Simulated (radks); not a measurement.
The numbers below are computed, except where a source is named.
Problem. Valence configurations of the osmium ion Os2+ (all share [Xe]). Code: a radial shooting solver on a logarithmic mesh with Libxc functionals. Model: scalar-relativistic Kohn-Sham, PBE, spin-unpolarised, spherical densities, finite nucleus; Fermi nuclear charge, rms radius 5.4126 fm. Order these by energy: 4f13 5d6.5 6s0.5; 4f14 5d5 6s0.5 6p0.5; 4f14 5d5 6p1; 4f14 5d6; 4f13 5d7; 4f13.5 5d6.5; 4f12 5d8; 4f14 5d4 6p2; 4f13.5 5d6 6s0.5; 4f14 5d5 6s1.

Solution. From the lowest, in eV above it: 4f14 5d6 0.000; 4f14 5d5 6s1 2.659; 4f14 5d5 6s0.5 6p0.5 6.391; 4f14 5d5 6p1 10.162; 4f14 5d4 6p2 22.382; 4f13.5 5d6.5 24.228; 4f13.5 5d6 6s0.5 25.702; 4f13 5d7 50.686; 4f13 5d6.5 6s0.5 52.440; 4f12 5d8 110.51. NIST lists [Xe] 4f14 5d6 as the ground configuration; this level of theory agrees among the configurations tried. The energies are those of spherical spin-averaged densities, not of single terms.
